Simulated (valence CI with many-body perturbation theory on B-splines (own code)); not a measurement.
**Tc11+: fill in the table**

Method: configuration interaction combined with many-body perturbation theory (CI+MBPT): four valence electrons over a frozen Dirac-Fock core [Ar] 3d10, radial functions for each j: 11 s, 11 p, 9 d, 7 f, 5 g, 2 h, 1 i, with the one-electron correlation potential Σ1 (screened to all orders), the two-electron term Σ2, the three-electron term Σ3, Breit, model QED; selected single and double excitations, second order for the rest, scaled by the run's own slope (own B-spline code, finite nucleus).

No measured levels were compared; by estimate levels hold to about 250 cm⁻¹ or 0.2 % of their energy and the worst to 1 %, as in measured heavy ions of charge 2 to 7; those with d or f electrons hold less well.

| Level | E (eV) |
| --- | --- |
| 4s²4p² ³P_0 | 0.000 |
| 4s²4p² ³P_1 | 2.668 |
| 4s²4p² ³P_2 | 3.967 |
| 4s²4p² ¹D_2 | ? |
| 4s²4p² ¹S_0 | 11.847 |
| 4s4p³ ⁵S°_2 | 27.393 |
| 4s4p³ ³D°_1 | 33.796 |
| 4s4p³ ³D°_2 | 33.994 |
| 4s4p³ ³D°_3 | 35.063 |
| 4s4p³ ³P°_0 | 38.409 |
| 4s4p³ ³P°_1 | ? |
| 4s4p³ ³P°_2 | ? |
| 4s4p³ ¹D°_2 | ? |
| 4s4p³ ³S°_1 | 44.935 |
| 4s4p³ ¹P°_1 | ? |
| 4s²4p4d ³F°_2 | 51.380 |
| 4s²4p4d ³F°_3 | 52.964 |
| 4s²4p4d ³F°_4 | ? |
| 4s²4p4d ³P°_2 | 55.868 |
| 4s²4p4d ³D°_1 | 57.107 |

Names give the largest LS component (configuration and term), which can be under half, so a name can repeat, a term be missing and a line seem to break the LS rules; names also repeat where a configuration has a term twice.

Task: The levels stand in rising order. What does the calculation give for the missing energies?

Result: 4s²4p² ¹D_2 7.913; 4s4p³ ³P°_1 38.797; 4s4p³ ³P°_2 39.240; 4s4p³ ¹D°_2 43.362; 4s4p³ ¹P°_1 49.357; 4s²4p4d ³F°_4 55.451.
